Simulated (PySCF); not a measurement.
## How methods differ on the excitation energy of La⁺

La⁺ [Xe] 5d2 (3F) → La⁺ [Xe] 5d1 6s1 (3D), as a difference of total energies. All numbers are calculated (PySCF 2.14, a scalar-relativistic core potential, in def2-QZVPPD with the def2 core potential (46 electrons) (7s5p4d3f2g, 81 functions)). Correlated levels: valence: nothing frozen outside the core potential. The calculations carry no spin-orbit coupling.

| method | excitation energy (cm⁻¹) | error (cm⁻¹) |
| --- | --- | --- |
| UHF | 1764.8 | +188 |
| MP2 (valence) | 482.29 | -1094 |
| SCS-MP2 (valence) | 1075.3 | -501 |
| CCSD (valence) | 1284.6 | -292 |
| CCSD(T) (valence) | 1124.5 | -452 |

Reference: 1576.4 cm⁻¹ (measured; NIST levels, between the centres of gravity of the two terms).

Errors of the correlated levels include the incompleteness of this basis.

The coupled-cluster amplitudes are large for the upper state (T1 above 0.03 or a double amplitude above 0.15), so a single reference is strained.
